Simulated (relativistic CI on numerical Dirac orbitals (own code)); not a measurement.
# d8 in a ligand field

Computed with a parametric ligand-field model of a d^n configuration (Racah B and C, spin-orbit zeta, crystal field), exact diagonalisation.

Field parameters in Wybourne normalisation: Oh B⁴₀ = 21Dq, B⁴₄ = √(5/14) B⁴₀; Td as Oh with Dq negative (B⁴₀ = 21Dq, B⁴₄ = √(5/14) B⁴₀). The field is a parameter set, without covalency.

(1) Lowest levels for B = 910, C = 3300, ζ = 60 cm⁻¹, Oh, 10Dq = 18700 cm⁻¹?

(2) Lowest levels for B = 670, C = 2700, ζ = 570 cm⁻¹, Td, 10Dq = -11150 cm⁻¹?

(3) Lowest levels for B = 830, C = 3180, ζ = 350 cm⁻¹, Oh, 10Dq = 34600 cm⁻¹?

(4) Lowest levels for B = 310, C = 1510, ζ = 510 cm⁻¹, Oh, 10Dq = 6500 cm⁻¹?

(5) Lowest levels for B = 540, C = 2420, ζ = 1600 cm⁻¹, Oh, 10Dq = 28800 cm⁻¹?

Results:

(1) T2 0 (S 1.00), E 13621 (S 0.00), T1 18685 (S 1.00), E 18686 (S 1.00), T2 18715 (S 1.00), A2 18730 (S 1.00), A1 24335 (S 0.00), A1 27272 (S 1.00), T1 27284 (S 1.00) cm⁻¹, with S from ⟨S²⟩ = S(S + 1). The ground level has 2.00 electrons in the cubic e pair.

(2) A1 0 (S 1.00), T1 373 (S 1.00), E 1059 (S 1.00), T2 1122 (S 1.00), T2 10007 (S 0.52), E 10674 (S 0.76), T1 10706 (S 1.00), E 10904 (S 0.46), A2 11115 (S 1.00) cm⁻¹, with S from ⟨S²⟩ = S(S + 1). The ground level has 3.95 electrons in the cubic e pair.

(3) T2 0 (S 1.00), E 12877 (S 0.00), A1 24143 (S 0.00), E 34511 (S 1.00), T1 34513 (S 1.00), T2 34692 (S 1.00), A2 34785 (S 1.00), T2 43661 (S 1.00), E 43677 (S 1.00) cm⁻¹, with S from ⟨S²⟩ = S(S + 1). The ground level has 2.00 electrons in the cubic e pair.

(4) T2 0 (S 1.00), E 5162 (S 0.28), T1 6390 (S 1.00), E 6525 (S 0.90), T2 6700 (S 1.00), A2 6853 (S 1.00), A1 8692 (S 0.69), T1 9450 (S 1.00), T2 9673 (S 1.00) cm⁻¹, with S from ⟨S²⟩ = S(S + 1). The ground level has 2.01 electrons in the cubic e pair.

(5) T2 0 (S 1.00), E 9002 (S 0.03), A1 17047 (S 0.03), E 28279 (S 1.00), T1 28359 (S 0.99), T2 29248 (S 0.99), A2 29838 (S 1.00), T2 34827 (S 0.97), E 35257 (S 0.99) cm⁻¹, with S from ⟨S²⟩ = S(S + 1). The ground level has 2.01 electrons in the cubic e pair.
